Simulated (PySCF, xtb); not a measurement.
ClGeH5OSi, SMILES [GeH3][O][SiH2]Cl. The values are those of a single conformer.

Harmonic wavenumbers (cm⁻¹) from GFN2-xTB (xtb) at its own minimum, in rising order: 15, 29, 72, 230, 395, 510, 514, 575, 594, 611, 712, 749, 787, 791, 801, 962, 1958, 2034, 2062, 2293, 2312.

### Question
What does PBE-D3(BJ)/def2-SVP run with PySCF 2.14.0 give at its own minimum? (An estimate is asked for; the answer gives what the named calculation found.)

### Answer
36, 68, 84, 268, 485, 542, 602, 620, 633, 701, 816, 836, 841, 885, 935, 987, 2083, 2106, 2119, 2177, 2207. Paired by order, the mean absolute difference is 70 cm⁻¹ and the zero-point energies are 27.2 and 28.6 kcal/mol.
